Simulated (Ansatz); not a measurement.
One change: `FB[SiH2]Cl` becomes `NB[SiH2]Cl`.

Ansatz, PBE0-D4/def2-TZVP geometries, multiplicity 1. Each molecule was computed in one conformer, which needn't be the lowest.

```csv
property,`FB[SiH2]Cl`
size of the dipole moment (ωB97M-V/def2-TZVPP) / D,1.67
HOMO–LUMO gap (PBE0/def2-TZVPP) / eV,6.18
HOMO energy (B3LYP/def2-TZVPP) / eV,-7.98
HOMO–LUMO gap (PBE/def2-TZVPP) / eV,3.88
zero-point energy (PBE0-D4/def2-TZVP) / kJ/mol,88.3
HOMO energy (PBE0/def2-TZVPP) / eV,-8.18
```

Problem. What does the change do to each property? (Estimate.)

Solution. The calculation gave: 
```tsv
property	`NB[SiH2]Cl`	shift
size of the dipole moment (ωB97M-V/def2-TZVPP) / D	3.59	1.92
HOMO–LUMO gap (PBE0/def2-TZVPP) / eV	6.80	0.62
HOMO energy (B3LYP/def2-TZVPP) / eV	-7.64	0.34
HOMO–LUMO gap (PBE/def2-TZVPP) / eV	4.63	0.75
zero-point energy (PBE0-D4/def2-TZVP) / kJ/mol	155.8	67.5
HOMO energy (PBE0/def2-TZVPP) / eV	-7.84	0.34
```

With PBE0 the HOMO rises by 0.34 eV and the LUMO rises by 0.97 eV, so the gap widens by about 0.63 eV. PBE moves the HOMO by 0.29 eV and ωB97M-V by 0.35 eV. The zero-point energy changes by 67.5 kJ/mol with +6 modes. Dipoles are sizes alone; their direction can turn.

B3LYP here is the variant with VWN-RPA as its local correlation; programs differ in this.
